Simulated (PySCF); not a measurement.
Au (gold, neutral) across methods

[Xe] 4f14 5d9 6s2, 2D determinant (an excited configuration). All numbers are calculated (PySCF 2.14, a scalar-relativistic core potential, in aug-cc-pVTZ-PP with ECP60MDF).

```json
{"method": "PBE", "E (hartree)": "-135.6718", "mean ε 5d β (eV)": "-8.654", "mean ε 6s α (eV)": "-6.729", "mean ε 6s β (eV)": "-6.465", "Σ⟨r²⟩ (bohr²)": "54.23", "⟨S²⟩": "0.751"}
{"method": "PW91", "E (hartree)": "-135.7324", "mean ε 5d β (eV)": "-8.715", "mean ε 6s α (eV)": "-6.791", "mean ε 6s β (eV)": "-6.530", "Σ⟨r²⟩ (bohr²)": "54.19", "⟨S²⟩": "0.751"}
{"method": "PBE0", "E (hartree)": "-135.6261", "mean ε 5d β (eV)": "-10.341", "mean ε 6s α (eV)": "-7.489", "mean ε 6s β (eV)": "-7.178", "Σ⟨r²⟩ (bohr²)": "54.09", "⟨S²⟩": "0.752"}
{"method": "UHF", "E (hartree)": "-134.71871", "mean ε 5d β (eV)": "-14.604", "mean ε 6s α (eV)": "-8.880", "mean ε 6s β (eV)": "-8.396", "Σ⟨r²⟩ (bohr²)": "55.12", "⟨S²⟩": "0.754"}
{"method": "r2SCAN", "E (hartree)": "-135.6885", "mean ε 5d β (eV)": "-8.962", "mean ε 6s α (eV)": "-6.950", "mean ε 6s β (eV)": "-6.674", "Σ⟨r²⟩ (bohr²)": "53.80", "⟨S²⟩": "0.753"}
{"method": "TPSSh", "E (hartree)": "-135.5906", "mean ε 5d β (eV)": "-9.330", "mean ε 6s α (eV)": "-6.990", "mean ε 6s β (eV)": "-6.691", "Σ⟨r²⟩ (bohr²)": "54.07", "⟨S²⟩": "0.751"}
{"method": "BP86", "E (hartree)": "-135.7761", "mean ε 5d β (eV)": "-8.793", "mean ε 6s α (eV)": "-6.900", "mean ε 6s β (eV)": "-6.651", "Σ⟨r²⟩ (bohr²)": "54.11", "⟨S²⟩": "0.751"}
{"method": "LDA", "E (hartree)": "-135.4307", "mean ε 5d β (eV)": "-8.792", "mean ε 6s α (eV)": "-7.040", "mean ε 6s β (eV)": "-6.798", "Σ⟨r²⟩ (bohr²)": "54.21", "⟨S²⟩": "0.751"}
{"method": "B97-3", "E (hartree)": "-135.6581", "mean ε 5d β (eV)": "-10.426", "mean ε 6s α (eV)": "-7.412", "mean ε 6s β (eV)": "-7.106", "Σ⟨r²⟩ (bohr²)": "54.26", "⟨S²⟩": "0.751"}
```

Energies and moments cover only the electrons outside the core potential. Spin-orbit coupling, absent here, splits the open shell strongly.
